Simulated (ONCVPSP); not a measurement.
## silicon (Si): ONCV pseudisation with BLYP, scalar-relativistic reference atom.

- Element: Si
- Generator: ONCVPSP 4.0.1
- Type: optimised norm-conserving Vanderbilt (ONCV)
- Functional: BLYP
- Relativity: scalar-relativistic
- Frozen core: [Ne]
- Valence charge: 4
- Reference configuration: 3s1.5 3p2.5
- Partial waves: 3s: rc 1.50 bohr, ncon 3, nbas 8, qcut 4 1/bohr, 1 projector; 3p: rc 1.50 bohr, ncon 4, nbas 9, qcut 6.5 1/bohr, local; d scattering state at 0.33 Ha: rc 1.50 bohr, ncon 3, nbas 8, qcut 5.7 1/bohr, 1 projector
- Local potential: the p channel
- Core correction: none

All-electron outer shells of the reference configuration (BLYP, scalar-relativistic, ld1.x):

```tsv
shell	level (eV)	outermost node (bohr)	outermost maximum (bohr)
2s	-140.12	0.15	0.45
2p	-96.38	–	0.39
3s	-11.08	0.72	1.77
3p	-4.22	0.72	2.11
```

Question: Does the generator finish with these settings?

Answer: Yes, a potential is produced and its reference levels are reproduced.

Question: Estimate the cutoffs (Ha) at which the residual kinetic energy of the hardest occupied pseudo-wave falls to 1 and 0.1 mHa per electron.

Answer: 10 Ha and 21 Ha.

Question: What does a ghost test show?

Answer: No bound ghost flagged; no localised positive-energy state flagged.

Question: Tests: 3s2 3p2; 3s2 3p1; 3s2 3p0; 3s1 3p0. Which has the largest error in its energy relative to the reference configuration, and how large is it?

Answer: 3s1 3p0, with +210 meV (all-electron minus pseudo) on +54.08 eV.
